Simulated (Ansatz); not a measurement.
Li₄F₅⁻, relaxed as a singlet with RKS B3LYP-D4/def2-SVPD in Ansatz, starting from the GFN1-xTB geometry. Force threshold 0.02 eV/Å.

The structure comes from a short search, and lower isomers may exist.

Start:

```xyz
9

Li   -0.2337    0.8868   -1.9299
Li    1.9138    0.5414   -1.1761
Li   -1.2026   -0.0479    0.1112
Li   -0.0900   -1.0640    2.3114
F     0.9927   -1.5387    3.3877
F    -1.7950    0.6442   -1.4221
F    -1.5939   -0.7591    1.5751
F     1.3928    1.1504   -2.6329
F     0.6158    0.1870   -0.2243
```

```
step  energy (eV)  largest force component (eV/Å)  SCF passes
   1  -14410.5918                           0.656          16
   2  -14410.6698                           0.417          23
   3  -14410.7362                           0.128          22
   4  -14410.7441                           0.210          22
   5  -14410.7698                           0.203          22
   6  -14410.8054                           0.152          23
   7  -14410.8592                           0.107          22
   8  -14410.9101                           0.258          22
   9  -14410.9961                           0.251          22
  10  -14411.1072                           0.319          22
  11  -14411.2337                           0.460          19
  12  -14411.4035                           0.562          18
  13  -14411.5924                           0.421          22
  14  -14411.6955                           0.260          20
  15  -14411.7706                           0.185          21
  16  -14411.8079                           0.035          21
  17  -14411.8085                           0.003          21
```

Force components are those of the run's own axes.

End:

```xyz
9

Li   -0.0319    0.7787   -1.5454
Li    1.7294    0.0683   -0.0049
Li   -1.7282    0.0671    0.0658
Li    0.0331   -0.6427    1.6068
F     1.7722   -0.9734    1.4359
F    -1.7767    0.4571   -1.6686
F    -1.7113   -0.9748    1.5071
F     1.7066    0.4585   -1.7399
F     0.0068    0.7612    0.3431
```

Bonds formed: Li2–F5, Li4–F9 (atoms count from 1). Metal–metal contacts that move far: Li2–Li4 4.33 to 2.45 Å. The end is the same structure that another start reached, the lowest one found.

No frequencies were taken in this run, so the end may be a saddle point.

Hardware: 4 threads of Arm Neoverse V1 on a shared host. Wall time 52 s.
